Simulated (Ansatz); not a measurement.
Consider the ligand exchange at the Al–C bond: `C[CH2][Al]([F])[SiH3]` + CH₃SH → `C[S][Al]([F])[SiH3]` + `CC`.

Computed with Ansatz on PBE0-D4/def2-TZVP structures; ΔE is electronic, products minus reactants. CCSD(T)/CBS adds triple-zeta CCSD(T) − MP2 to the extrapolated MP2 energy (def2 sets, frozen cores). This one scheme is used for every species. DFT in def2-TZVPP. B3LYP here is the variant with VWN-RPA as its local correlation; programs differ in this. One conformer a species, not always the lowest.

```csv
level,ΔE (kJ/mol),difference from CCSD(T)/CBS
PBE-D4,-122.4,1.8
B3LYP-D4,-123.2,1.0
ωB97X-V,-120.4,3.8
ωB97M-V,-119.7,4.5
PBE,-121.1,3.1
r2SCAN,-126.5,-2.3
B3LYP,-121.0,3.2
HF/def2-TZVPP,-126.1,-1.9
MP2/def2-TZVPP,-125.6,-1.4
SCS-MP2/def2-TZVPP,-123.5,0.7
CCSD/def2-TZVPP,-120.7,3.5
CCSD(T)/def2-TZVPP,-121.9,2.3
MP2/def2-QZVPP,-126.8,-2.6
SCS-MP2/def2-QZVPP,-124.8,-0.6
HF/CBS(def2),-125.6,-1.4
CCSD/CBS(def2),-123.0,1.2
CCSD(T)/CBS,-124.2,0
```

Largest T1 diagnostic among the species: 0.013.
